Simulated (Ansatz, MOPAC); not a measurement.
System: C4H5N (charge 0, singlet). SMILES: C=CCC#N

Atoms: C1, C2, C3, C4, N5, H6, H7, H8, H9, H10. Bonds: C1-C2, C1-H6, C1-H7, C2-C3, C2-H8, C3-C4, C3-H9, C3-H10, C4-N5.

Bond lengths (Å) and angles (degrees) optimised at PM7 with MOPAC; HF/STO-3G with Ansatz (a quantum-chemistry and plane-wave program); PBE/6-31G* with Ansatz, each started from the B3LYP-D3(BJ)/def2-TZVP structure (Ansatz) of the last column. A row stands for all coordinates that are equal there; 13 of 22 kinds are shown. 6-31G* holds six Cartesian d functions. No wavenumbers were computed at HF/STO-3G, PBE/6-31G*, so these may be saddle points.

| coordinate | PM7 | HF/STO-3G | PBE/6-31G* | B3LYP-D3(BJ)/def2-TZVP |
|---|---|---|---|---|
| C1-C2 | 1.331 | 1.308 | 1.340 | 1.324 |
| C1-H6 | 1.081 | 1.082 | 1.094 | 1.082 |
| C1-H7 | 1.079 | 1.082 | 1.096 | 1.084 |
| C2-C3 | 1.502 | 1.529 | 1.516 | 1.508 |
| C2-H8 | 1.090 | 1.084 | 1.097 | 1.085 |
| C3-C4 | 1.445 | 1.495 | 1.469 | 1.462 |
| C3-H9 | 1.119 | 1.090 | 1.105 | 1.092 |
| C3-H10 | 1.122 | 1.093 | 1.108 | 1.095 |
| C1-C2-C3 | 122.6 | 123.9 | 123.7 | 123.7 |
| C2-C3-C4 | 111.0 | 111.7 | 112.4 | 112.3 |
| C3-C4-N5 | 179.9 | 179.7 | 179.0 | 179.2 |
| C2-C1-H6 | 123.2 | 121.7 | 121.4 | 121.3 |
| C2-C1-H7 | 124.4 | 122.3 | 121.9 | 121.8 |

Mean signed difference of all 9 bond lengths from B3LYP-D3(BJ)/def2-TZVP: PM7 0.005 Å, HF/STO-3G 0.004 Å, PBE/6-31G* 0.013 Å.
